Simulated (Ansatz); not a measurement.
System: C3F8, charge 0, multiplicity 1. 
Geometry from a B3LYP-D3(BJ)/def2-TZVP (Ansatz, a program for electronic structure) optimisation:
```
C
F 1 1.3464
F 1 1.3464 2 109.15
C 1 1.5568 2 107.96 3 117.13
F 4 1.3337 1 108.80 2 -59.21
F 4 1.3338 5 108.81 1 -120.68
F 4 1.3338 5 108.82 6 -118.63
C 1 1.5568 2 107.98 3 -117.12
F 8 1.3337 1 108.80 2 58.69
F 8 1.3338 9 108.81 1 -120.68
F 8 1.3338 9 108.82 10 -118.63
```
Charge 0, spin multiplicity 1.

Property: atomisation energy (electronic, to ground-state atoms), in kcal/mol. Correlated levels leave the core frozen unless marked. UHF or UKS for open shells. No spin-orbit coupling. Non-relativistic. The coupled-cluster limit lacks core correlation, which all-electron functionals hold. Basis-set limits of correlation are two-point, X^-3; Hartree-Fock from the larger set. [CCSD(T)-MP2]/basis is that difference in the basis named.

```tsv
level	program	atomisation energy (kcal/mol)	minus last row
HF/6-31G*	Ansatz	726.6	-378.2
revPBE/def2-TZVPD	Ansatz	1090.9	-13.9
r2SCAN-D3(BJ)/def2-TZVPD	Ansatz + dftd3	1116.4	11.6
PBE0-D3(BJ)/def2-TZVPD	Ansatz + dftd3	1111.2	6.4
MP2/6-31G*	Ansatz	1105.8	1.0
SCS-MP2/6-31G*	Ansatz	1067.3	-37.5
CCSD(T)/STO-3G	Ansatz	829.0	-275.8
CCSD(T)/cc-pVTZ	Ansatz	1069.7	-35.1
RI-MP2/CBS(cc-pVTZ,cc-pVQZ)+[CCSD(T)-MP2]/cc-pVDZ	Ansatz	1107.8	3.0
RI-MP2/CBS(aug-cc-pVTZ,aug-cc-pVQZ)+[CCSD(T)-MP2]/aug-cc-pVTZ	Ansatz	1104.8	0.0
```
